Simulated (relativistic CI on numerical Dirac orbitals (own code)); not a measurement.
# Fe⁵⁺ (3d3) in a crystal field

Calculated by Dirac-Coulomb-Breit CI, KLI orbitals optimised for each configuration, a model potential for QED, valence Slater integrals scaled by 0.9, one configuration in a parametric crystal field (own radial code). With so little scaling, terms lie 10 to 35 % too far apart, which can change the order of excited levels.

Field parameters in Wybourne normalisation: Td as Oh with Dq negative (B⁴₀ = 21Dq, B⁴₄ = √(5/14) B⁴₀). The field is a parameter set, without covalency.

S is read from ⟨S²⟩ = S(S + 1).

Powder χT (cm³ K mol⁻¹) by Van Vleck's formula, with temperature-independent terms:

| Field | 2 K | 5 K | 10 K | 20 K | 50 K | 100 K | 200 K | 300 K |
| --- | --- | --- | --- | --- | --- | --- | --- | --- |
| Td, 10Dq = -2600 cm⁻¹ | 0.147 | 0.152 | 0.16 | 0.176 | 0.225 | 0.311 | 0.492 | 0.675 |
| Td, 10Dq = -6800 cm⁻¹ | 0.211 | 0.22 | 0.234 | 0.263 | 0.343 | 0.454 | 0.647 | 0.83 |
| Td, 10Dq = -8900 cm⁻¹ | 0.232 | 0.242 | 0.258 | 0.291 | 0.378 | 0.491 | 0.683 | 0.865 |
| Td, 10Dq = -11000 cm⁻¹ | 0.25 | 0.261 | 0.278 | 0.313 | 0.404 | 0.517 | 0.709 | 0.891 |
| Td, 10Dq = -13050 cm⁻¹ | 0.266 | 0.277 | 0.295 | 0.331 | 0.424 | 0.537 | 0.728 | 0.909 |
| Td, 10Dq = -15150 cm⁻¹ | 0.281 | 0.292 | 0.31 | 0.346 | 0.44 | 0.553 | 0.743 | 0.923 |
| Td, 10Dq = -17250 cm⁻¹ | 0.298 | 0.308 | 0.325 | 0.359 | 0.451 | 0.565 | 0.753 | 0.932 |
| Td, 10Dq = -19350 cm⁻¹ | 0.317 | 0.327 | 0.342 | 0.372 | 0.458 | 0.571 | 0.757 | 0.933 |

(1) For Td, 10Dq = -13050 cm⁻¹: what effective moment follows at 300 K?

## Answers

(1) μ_eff = √(8χT) = 2.70 μB. The ground level has S = 1.50; the spin-only moment for S = 3/2 is 3.88 μB. The difference comes from the orbital moment, spin-orbit mixing of terms and temperature-independent paramagnetism, all larger in this ionic model than in covalent complexes.
